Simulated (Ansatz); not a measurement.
A nudged elastic band was laid between two geometries of CH$_{8}$BFSi$_{2}$ (13 atoms, charge 0, multiplicity 1).

The calculation used RHF/6-31G* in Ansatz 0.2.0.

* movable images: 5
* climbing image: yes
* spring: 20.0 eV/Å²
* optimiser: quadratic models (default)
* start path: IDPP
* force threshold: 0.05 eV/Å
* iteration limit: 60
* end points: relaxed

First end point:

```xyz
13
Properties=species:S:1:pos:R:3
C -2.076 0.523 1.007
Si -0.196 0.594 1.005
F 0.345 -0.597 1.943
B 0.581 0.418 -0.864
Si 1.815 -1.107 -1.428
H -2.444 -0.399 0.565
H -2.494 1.352 0.442
H -2.466 0.580 2.019
H 0.268 1.855 1.622
H 0.285 1.265 -1.651
H 2.202 -1.060 -2.855
H 1.149 -2.405 -1.176
H 3.052 -1.053 -0.614
```

Last end point:

```xyz
13
Properties=species:S:1:pos:R:3
C -1.531 0.722 1.663
Si 0.115 0.884 0.767
F 1.230 0.121 1.641
B 0.057 0.116 -1.113
Si 1.255 -1.418 -1.732
H -1.852 -0.314 1.730
H -2.308 1.279 1.147
H -1.460 1.109 2.676
H 0.526 2.304 0.709
H -0.724 0.604 -1.872
H 2.674 -1.033 -1.565
H 1.045 -1.803 -3.145
H 0.993 -2.607 -0.889
```

(1) What changes between the two ends?

(2) Give the energies along the band, and the barrier.

(3) What is the geometry of the highest image?

Results:

(1) No bond is made or broken. The dihedral Si2–B4–Si5–H11 goes from 177 to -58°. The two ends are copies of one structure, up to a mirror image or an exchange of like atoms.

(2) It converged. The highest image is number 3 of 0 to 6, 0.8 kJ/mol above the ends, which have the same energy within 2 meV. Another band between the same ends (5 images) ends at a top of the same energy, where a vibrational analysis finds no clearly imaginary modes.

```json
{"image": "0", "path coordinate (Å)": "0.00", "energy (kJ/mol)": "0.0", "dihedral Si2–B4–Si5–H11 (°)": "177"}
{"image": "1", "path coordinate (Å)": "0.78", "energy (kJ/mol)": "0.2", "dihedral Si2–B4–Si5–H11 (°)": "-163"}
{"image": "2", "path coordinate (Å)": "1.55", "energy (kJ/mol)": "0.7", "dihedral Si2–B4–Si5–H11 (°)": "-143"}
{"image": "3", "path coordinate (Å)": "2.33", "energy (kJ/mol)": "0.8", "dihedral Si2–B4–Si5–H11 (°)": "-121"}
{"image": "4", "path coordinate (Å)": "3.10", "energy (kJ/mol)": "0.6", "dihedral Si2–B4–Si5–H11 (°)": "-100"}
{"image": "5", "path coordinate (Å)": "3.87", "energy (kJ/mol)": "0.2", "dihedral Si2–B4–Si5–H11 (°)": "-80"}
{"image": "6", "path coordinate (Å)": "4.65", "energy (kJ/mol)": "0.0", "dihedral Si2–B4–Si5–H11 (°)": "-58"}
```

(3) 
```xyz
13
Properties=species:S:1:pos:R:3
C -1.748 0.640 1.506
Si 0.017 0.841 0.889
F 0.986 0.061 1.909
B 0.252 0.148 -1.005
Si 1.488 -1.335 -1.670
H -2.069 -0.398 1.480
H -2.438 1.217 0.896
H -1.841 0.986 2.532
H 0.415 2.265 0.939
H -0.416 0.677 -1.843
H 2.403 -0.780 -2.694
H 0.666 -2.389 -2.309
H 2.305 -1.966 -0.615
```

Run time: 100 s on 1 thread of Arm Neoverse V1, on a shared host, peak memory 0.2 GiB.
